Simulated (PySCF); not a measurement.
H₄MgSeSi, SMILES [SiH3][Mg][SeH].

The structure is a stationary point at TPSSh-D3(BJ)/def2-SVP. One conformer was computed; it need not be the lowest.

Calculation: PySCF with IEF-PCM-B3LYP/def2-SVP.

The values are the electrostatic part of the solvation free energy, E(continuum) − E(gas) at the gas-phase geometry, in a cavity of scaled van der Waals radii (PySCF's table); cavitation and dispersion terms are not included. A continuum can't describe solvent molecules that bind to the metal. In vacuum the orbital gap is 5.10 eV. The dipole moment in vacuum is 0.62 D.

| solvent | ε | ΔG(elec) (kcal/mol) | dipole (D) | gap (eV) |
|---|---|---|---|---|
| water | 78.36 | -11.5 | 0.88 | 5.65 |
| chlorobenzene | 5.70 | -8.4 | 0.81 | 5.51 |
| chloroform | 4.71 | -7.8 | 0.80 | 5.48 |
